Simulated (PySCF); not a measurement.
**Identify the compound**

Molecular formula: C₃H₈N₂OSi₂. Simulated spectra:

1H NMR (400 MHz, computed): δ 8.71 (m, 1H), 8.56 (m, 1H), 5.46 (m, 1H), 5.35 (m, 1H), 5.31 (m, 1H), 3.84 (s, 3H).

13C{1H} NMR (computed): δ 174.2, 125.4, 55.5.

- coordinates at the GFN2-xTB level
- σ from GIAO-PBE0/pcSseg-1
- run in PySCF
- rapidly exchanging positions averaged, non-relativistic Hamiltonian, a single conformation, isolated molecule

Scale: 1H, 13C vs TMS (reference shieldings calculated alike).

Q: Deduce the structure.

A: 
- Rings plus π bonds: 3 (no ring in the answer).
- 3 carbon signals for 3 carbons: no two carbons are equivalent.
- Carbon types of the structure: 1 × C, 1 × CH2, 1 × CH3, leaving 3 H on heteroatoms.
- δC 174.2: C=N carbon.
- δC 125.4: nitrile carbon; C≡N carbons fall here, among the sp2 signals but without a proton.
- δC 55.5: methyl carbon bonded to O; deshielded by the electronegative neighbour.
- δH 8.71, 8.56: hydrogen on a C=N carbon.
- δH 5.46, 5.31: hydrogen on a silicon bonded to N, Si.
- δH 5.35: hydrogen on a silicon bonded to C, O, Si.
- δH 3.84: hydrogen on a methyl carbon bonded to O; its carbon carries O, which withdraws density.

Structure: SMILES C([Si@H]([SiH2]N=C)OC)#N.

This is the structure that produced the data.

Shifts are as computed. Against solution values, carbons near 30 ppm lie about +3 ppm off and those near 130 ppm about +5 ppm. Of 1211 compounds with measured shifts, 218 miss one by over three times the rms of a fit or turn the order of signals round; such compounds aren't used in these exercises. No couplings were computed; multiplicities are counted from neighbouring protons, with m where these are inequivalent, close in shift, in a saturated or five-membered ring or joined by F or P, and br s for small geminal =CH2 splittings.
